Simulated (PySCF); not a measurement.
SMILES [Al]([SeH])([Cl])[Cl] (B3LYP/def2-SVP optimised geometry):

```
5

Al     0.058     0.572     0.000
Cl    -1.809     1.528    -0.002
Cl     1.809     1.732     0.002
Se     0.129    -1.732     0.000
H      1.606    -1.732     0.000
```

Computed with B3LYP/def2-TZVP (PySCF).

Q: What are the frontier orbital energies and the dipole moment?

A: HOMO-2 -9.11 eV, HOMO-1 -8.81 eV, HOMO -7.57 eV, LUMO -1.48 eV, LUMO+1 -1.26 eV; dipole moment 1.12 D.

On the same geometry PBE/def2-TZVP run with PySCF gives HOMO-2 -7.99 eV, HOMO-1 -7.84 eV, HOMO -6.68 eV, LUMO -2.06 eV, LUMO+1 -1.84 eV; dipole moment 1.14 D.

Meta-Löwdin charges at B3LYP/def2-TZVP: Al1 0.76, Cl2 -0.31, Cl3 -0.31, Se4 -0.22, H5 0.08.
